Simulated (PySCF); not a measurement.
CH7NOSi3, SMILES O[Si@H]1N=C([SiH3])[SiH2]1. Atoms are numbered in the order given.

```xyz
13

O      2.8644     0.4398     0.6011
Si     1.5052    -0.5115     0.4555
N     -0.0387     0.1915     1.0919
C     -0.8399     0.1158     0.0651
Si    -2.6901     0.5385     0.2224
Si     0.2225    -0.3980    -1.4881
H      3.4025     0.3231     1.3972
H      1.7320    -1.8229     1.1285
H     -3.4767    -0.6723    -0.1503
H     -3.0351     0.9682     1.6016
H     -3.0222     1.6156    -0.7533
H     -0.2030    -1.5455    -2.3454
H      0.4705     0.7740    -2.3769
```

The structure is a stationary point at TPSSh-D3(BJ)/def2-SVP. The structure was generated by enumeration; whether it is a known compound was not checked. The values are those of a single conformer.

Computed with TPSSh-D3(BJ)/def2-SVP (PySCF).

Frequencies are harmonic and unscaled.

```json
[
 {"mode": "1", "ν (cm⁻¹)": "39", "IR (km/mol)": "0.1", "moving atoms (share of kinetic energy)": "H 88 %"},
 {"mode": "2", "ν (cm⁻¹)": "71", "IR (km/mol)": "2.0", "moving atoms (share of kinetic energy)": "N 32 %, O 30 %, H 21 %, Si 16 %"},
 {"mode": "3", "ν (cm⁻¹)": "139", "IR (km/mol)": "1.7", "moving atoms (share of kinetic energy)": "Si 38 %, O 23 %, H 18 %, N 11 %, C 10 %"},
 {"mode": "4", "ν (cm⁻¹)": "179", "IR (km/mol)": "15.1", "moving atoms (share of kinetic energy)": "Si 37 %, H 31 %, O 25 %"},
 {"mode": "5", "ν (cm⁻¹)": "223", "IR (km/mol)": "9.3", "moving atoms (share of kinetic energy)": "H 52 %, C 36 %"},
 {"mode": "6", "ν (cm⁻¹)": "242", "IR (km/mol)": "89.9", "moving atoms (share of kinetic energy)": "H 79 %, O 8 %"},
 {"mode": "7", "ν (cm⁻¹)": "283", "IR (km/mol)": "14.0", "moving atoms (share of kinetic energy)": "H 27 %, Si 25 %, N 24 %, O 22 %"},
 {"mode": "8", "ν (cm⁻¹)": "337", "IR (km/mol)": "3.3", "moving atoms (share of kinetic energy)": "Si 69 %, H 14 %"},
 {"mode": "9", "ν (cm⁻¹)": "397", "IR (km/mol)": "4.8", "moving atoms (share of kinetic energy)": "Si 52 %, H 24 %, N 9 %, C 9 %"},
 {"mode": "10", "ν (cm⁻¹)": "464", "IR (km/mol)": "3.9", "moving atoms (share of kinetic energy)": "Si 66 %, H 17 %, C 9 %"},
 {"mode": "11", "ν (cm⁻¹)": "499", "IR (km/mol)": "17.1", "moving atoms (share of kinetic energy)": "H 48 %, Si 31 %, N 14 %"},
 {"mode": "12", "ν (cm⁻¹)": "568", "IR (km/mol)": "13.3", "moving atoms (share of kinetic energy)": "H 92 %"},
 {"mode": "13", "ν (cm⁻¹)": "611", "IR (km/mol)": "18.2", "moving atoms (share of kinetic energy)": "H 72 %, Si 13 %, N 9 %"},
 {"mode": "14", "ν (cm⁻¹)": "649", "IR (km/mol)": "95.8", "moving atoms (share of kinetic energy)": "H 63 %, Si 17 %, N 13 %"},
 {"mode": "15", "ν (cm⁻¹)": "696", "IR (km/mol)": "71.8", "moving atoms (share of kinetic energy)": "H 59 %, N 18 %, C 12 %, Si 10 %"},
 {"mode": "16", "ν (cm⁻¹)": "716", "IR (km/mol)": "45.7", "moving atoms (share of kinetic energy)": "H 49 %, C 28 %, N 14 %, Si 8 %"},
 {"mode": "17", "ν (cm⁻¹)": "748", "IR (km/mol)": "115.9", "moving atoms (share of kinetic energy)": "H 67 %, N 16 %, Si 9 %"},
 {"mode": "18", "ν (cm⁻¹)": "806", "IR (km/mol)": "308.8", "moving atoms (share of kinetic energy)": "H 69 %, Si 18 %, N 12 %"},
 {"mode": "19", "ν (cm⁻¹)": "853", "IR (km/mol)": "68.5", "moving atoms (share of kinetic energy)": "H 44 %, O 40 %, Si 13 %"},
 {"mode": "20", "ν (cm⁻¹)": "887", "IR (km/mol)": "101.7", "moving atoms (share of kinetic energy)": "H 64 %, C 30 %"},
 {"mode": "21", "ν (cm⁻¹)": "925", "IR (km/mol)": "337.4", "moving atoms (share of kinetic energy)": "H 77 %, Si 15 %"},
 {"mode": "22", "ν (cm⁻¹)": "949", "IR (km/mol)": "42.3", "moving atoms (share of kinetic energy)": "H 95 %"},
 {"mode": "23", "ν (cm⁻¹)": "951", "IR (km/mol)": "83.0", "moving atoms (share of kinetic energy)": "H 67 %, Si 18 %"},
 {"mode": "24", "ν (cm⁻¹)": "956", "IR (km/mol)": "8.6", "moving atoms (share of kinetic energy)": "H 77 %, Si 12 %"},
 {"mode": "25", "ν (cm⁻¹)": "976", "IR (km/mol)": "73.2", "moving atoms (share of kinetic energy)": "H 52 %, C 31 %, Si 12 %"},
 {"mode": "26", "ν (cm⁻¹)": "1529", "IR (km/mol)": "41.1", "moving atoms (share of kinetic energy)": "C 55 %, N 45 %"},
 {"mode": "27", "ν (cm⁻¹)": "2213", "IR (km/mol)": "125.7", "moving atoms (share of kinetic energy)": "H 97 %"},
 {"mode": "28", "ν (cm⁻¹)": "2227", "IR (km/mol)": "135.0", "moving atoms (share of kinetic energy)": "H 97 %"},
 {"mode": "29", "ν (cm⁻¹)": "2236", "IR (km/mol)": "84.1", "moving atoms (share of kinetic energy)": "H 96 %"},
 {"mode": "30", "ν (cm⁻¹)": "2242", "IR (km/mol)": "91.8", "moving atoms (share of kinetic energy)": "H 98 %"},
 {"mode": "31", "ν (cm⁻¹)": "2245", "IR (km/mol)": "131.6", "moving atoms (share of kinetic energy)": "H 96 %"},
 {"mode": "32", "ν (cm⁻¹)": "2277", "IR (km/mol)": "99.1", "moving atoms (share of kinetic energy)": "H 96 %"},
 {"mode": "33", "ν (cm⁻¹)": "3827", "IR (km/mol)": "117.5", "moving atoms (share of kinetic energy)": "H 94 %"}
]
```
